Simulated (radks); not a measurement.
Q: The rubidium ion Rb17+, configuration [Ne] 3s2 3p4 3d2 4p2 (not the ground configuration). Calculated with a radial shooting solver on a logarithmic mesh with Libxc functionals: Dirac Kohn-Sham, OLYP, spin-unpolarised, spherical densities, finite nucleus; open shells are shared between the two j in proportion to 2j + 1; Fermi nuclear charge, rms radius 4.2036 fm. Some entries of the table are withheld. Estimate them.

orbital      occ.  eigenvalue (eV)  <r^2> (bohr^2)
1s1/2           2        -15695.46        0.002188
2s1/2           2        -2666.936         0.03664
2p1/2           2        -2484.773         0.02796
2p3/2           4        -2423.319         0.02932
3s1/2           2              (1)          0.2393
3p1/2     1.33333        -782.1159          0.2303
3p3/2     2.66667        -769.6719          0.2372
3d3/2         0.8        -666.8267          0.1973
3d5/2         1.2        -664.2771          0.1991
4s1/2           0              (2)             (3)
4p1/2    0.666667              (4)           1.001
4p3/2     1.33333              (5)           1.023
4d3/2           0              (6)           1.031
4d5/2           0              (7)           1.037
4f5/2           0        -287.6606          0.8827
4f7/2           0        -287.4541          0.8847
5p1/2           0              (8)           2.942
5p3/2           0              (9)           2.986

A: 
(1) 3s1/2 eigenvalue (eV): -846.3960
(2) 4s1/2 eigenvalue (eV): -391.0366
(3) 4s1/2 <r^2> (bohr^2): 0.9735
(4) 4p1/2 eigenvalue (eV): -366.0706
(5) 4p3/2 eigenvalue (eV): -362.2174
(6) 4d3/2 eigenvalue (eV): -323.6780
(7) 4d5/2 eigenvalue (eV): -322.8764
(8) 5p1/2 eigenvalue (eV): -216.1204
(9) 5p3/2 eigenvalue (eV): -214.4601
